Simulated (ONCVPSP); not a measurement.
# Before and after: ONCV potential for P (Z = 15)

ONCVPSP 4.0.1 input, shortened (lines: element, Z, core and valence counts, functional; n l f; lmax; l rc ep ncon nbas qcut; lloc lpopt rc5 dvloc0; l nproj debl; icmod fcfact rcfact), revPBE, scalar-relativistic:

```
  P 15.00    3    2  -102130      upf
    1    0    2.00
    2    0    2.00
    2    1    6.00
    3    0    2.00
    3    1    1.50
    2
    0    1.65    0.00    5    9    3.40
    1    1.30    0.00    3    6    6.00
    2    1.50    0.05    3    6    7.50
    4    5    0.90    3.00
    0    1    3.90
    1    3    3.80
    2    2    1.10
    1    0.75    0.00
```

All-electron outer shells of the reference configuration (revPBE, scalar-relativistic, ld1.x):

```csv
shell,level (eV),outermost node (bohr),outermost maximum (bohr)
2s,-190.93,0.14,0.42
2p,-141.32,–,0.36
3s,-28.46,0.65,1.54
3p,-19.08,0.64,1.72
```

Change: s: rc 2.34.

Cutoffs: the cutoffs (Ha) at which the residual kinetic energy of the hardest occupied pseudo-wave falls to 1 and 0.1 mHa per electron; they do not see the model core or the augmentation charge, which bear on the density cutoff. Errors are all-electron minus pseudo energies relative to the spin-unpolarised reference configuration.

Problem. What does the change do?

Solution. The potential gets softer (45 Ha and 76 Ha → 8.7 Ha and 61 Ha); both files keep a bound ghost (p); the lowest positive-energy flag moves from s at 12.6 eV to s at 0.6 eV; of the 4 tests that both files solve, the error grows in 4 and shrinks in 0 by more than 15 % and 0.3 meV (median size 5.2 → 11.5 meV). A larger radius leaves more room for a smooth pseudo-wave, so fewer plane waves are needed. More of the atom is replaced by a form fitted at one configuration, so other configurations suffer.

| quantity | base | changed |
| --- | --- | --- |
| cutoff, loose | 45 Ha | 8.7 Ha |
| cutoff, tight | 76 Ha | 61 Ha |
| loose cutoff by channel | s 45 Ha, p 5.3 Ha | s 8.7 Ha, p 5.3 Ha |
| bound ghosts | p | p |
| GHOST(+) flags under 300 eV | s at 12.6 eV | s at 0.6 eV |
| error for 3s2 3p3, meV [ΔE -18.01 eV] | +11 | +24 |
| error for 3s2 3p2, meV [ΔE -8.31 eV] | +3.0 | +5.8 |
| error for 3s2 3p1, meV [ΔE 10.82 eV] | +2.3 | +7.3 |
| error for 3s2 3p2.5, meV [ΔE -14.25 eV] | +7.5 | +16 |
| p: phases at 1.32 bohr within 0.05 rad from the reference energy up to (Ha; the scan ends near 5) | to the end of the scan | to the end of the scan |
| d: phases at 1.53 bohr within 0.05 rad from the reference energy up to (Ha; the scan ends near 5) | to the end of the scan | to the end of the scan |
| rms error of d²Exc/dni dnj with the model core, mHa | 0.15 | 1.92 |

Changed file: The cutoffs count occupied waves only; projector 2 of the d channel, the hardest unoccupied one, needs 24 Ha at the loose tolerance. A true bound ghost makes a file unfit for plane-wave use even where its test errors are small: the radial tests pick states by their node count and pass the ghost by.
